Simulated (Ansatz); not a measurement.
One change: `[F][Al]([Cl])[Cl]` becomes `B[O][Al]([Cl])[Cl]`.

Ansatz, PBE0-D4/def2-TZVP geometries, multiplicity 1. Each molecule was computed in one conformer, which needn't be the lowest.

```csv
property,`[F][Al]([Cl])[Cl]`
size of the dipole moment (ωB97M-V/def2-TZVPP) / D,0.44
HOMO energy (ωB97M-V/def2-TZVPP) / eV,-11.89
LUMO energy (B3LYP/def2-TZVPP) / eV,-1.61
LUMO energy (PBE/def2-TZVPP) / eV,-2.17
size of the dipole moment (B3LYP/def2-TZVPP) / D,0.47
zero-point energy (PBE0-D4/def2-TZVP) / kJ/mol,15.3
```

Question: What does the change do to each property? (Best estimate.)

Answer: Computed: 
```csv
property,`B[O][Al]([Cl])[Cl]`,shift
size of the dipole moment (ωB97M-V/def2-TZVPP) / D,0.10,-0.34
HOMO energy (ωB97M-V/def2-TZVPP) / eV,-10.73,1.16
LUMO energy (B3LYP/def2-TZVPP) / eV,-1.34,0.27
LUMO energy (PBE/def2-TZVPP) / eV,-1.95,0.22
size of the dipole moment (B3LYP/def2-TZVPP) / D,0.11,-0.36
zero-point energy (PBE0-D4/def2-TZVP) / kJ/mol,75.5,60.2
```

With PBE0 the HOMO rises by 1.24 eV and the LUMO rises by 0.25 eV, so the gap narrows by about 0.99 eV. PBE moves the HOMO by 1.23 eV and ωB97M-V by 1.16 eV. The zero-point energy changes by 60.2 kJ/mol with +9 modes. Dipoles are sizes alone; their direction can turn.

B3LYP here is the variant with VWN-RPA as its local correlation; programs differ in this.
